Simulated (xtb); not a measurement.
xtb input (GFN1-xTB):

```bash
xtb mol.xyz --gfn 1 --sp --chrg -1 --uhf 0
```
mol.xyz:
```
3

Pb    -0.00000000    -0.00000000    -1.35978022
Pb     0.00000000     0.00000000     1.32142475
H      0.00000000     0.00000000     3.14514853
```

End of the output:

```
         :::::::::::::::::::::::::::::::::::::::::::::::::::::
         ::                     SUMMARY                     ::
         :::::::::::::::::::::::::::::::::::::::::::::::::::::
         :: total energy              -3.879841170670 Eh    ::
         :: gradient norm              0.015867653422 Eh/a0 ::
         :: HOMO-LUMO gap              2.551761850779 eV    ::
         ::.................................................::
         :: SCC energy                -3.896997912850 Eh    ::
         :: -> electrostatic           0.072709738088 Eh    ::
         :: repulsion energy           0.017823483572 Eh    ::
         :: dispersion energy         -0.000666741392 Eh    ::
         :: halogen bond corr.         0.000000000000 Eh    ::
         :: add. restraining           0.000000000000 Eh    ::
         :: total charge              -1.000000000000 e     ::
         :::::::::::::::::::::::::::::::::::::::::::::::::::::

           -------------------------------------------------
          |                Property Printout                |
           -------------------------------------------------

    * Orbital Energies and Occupations

         #    Occupation            Energy/Eh            Energy/eV
      -------------------------------------------------------------
         1        2.0000           -0.4573571             -12.4453
         2        2.0000           -0.3834122             -10.4332
         3        2.0000           -0.2221480              -6.0450
         4        2.0000           -0.1276874              -3.4746
         5        2.0000           -0.1276874              -3.4746 (HOMO)
         6                         -0.0339119              -0.9228 (LUMO)
         7                         -0.0339119              -0.9228
         8                          0.0089942               0.2447
         9                          0.1454543               3.9580
        10                          0.7258225              19.7506
      -------------------------------------------------------------
                  HL-Gap            0.0937755 Eh            2.5518 eV
             Fermi-level           -0.0807996 Eh           -2.1987 eV

  Mulliken/CM5 charges         n(s)   n(p)   n(d)
     1Pb   -0.39926 -0.39930   1.916  2.483  0.000
     2Pb   -0.43019 -0.45935   1.805  2.625  0.000
     3H    -0.17055 -0.14136   1.171  0.000  0.000
Note: The following floating-point exceptions are signalling: IEEE_DENORMAL
normal termination of xtb

Wiberg/Mayer (AO) data.
largest (>0.10) Wiberg bond orders for each atom

 ---------------------------------------------------------------------------
     #   Z sym  total        # sym  WBO       # sym  WBO       # sym  WBO
 ---------------------------------------------------------------------------
     1  82 Pb   2.693 --     2 Pb   2.478     3 H    0.215
     2  82 Pb   3.245 --     1 Pb   2.478     3 H    0.767
     3   1 H    0.982 --     2 Pb   0.767     1 Pb   0.215
 ---------------------------------------------------------------------------

Topologies differ in total number of bonds
Writing topology from bond orders to xtbtopo.mol

 dipole moment from electron density (au)
     X       Y       Z
  -0.0000  -0.0000  -0.8585  total (Debye):    2.182

           -------------------------------------------------
          | TOTAL ENERGY               -3.879841170670 Eh   |
          | GRADIENT NORM               0.015867653422 Eh/α |
          | HOMO-LUMO GAP               2.551761850779 eV   |
           -------------------------------------------------

------------------------------------------------------------------------
------------------------------------------------------------------------
 total:
 SCF:
```

It need not be the lowest isomer of its formula. Whether it binds its extra electron was not tested at this geometry.
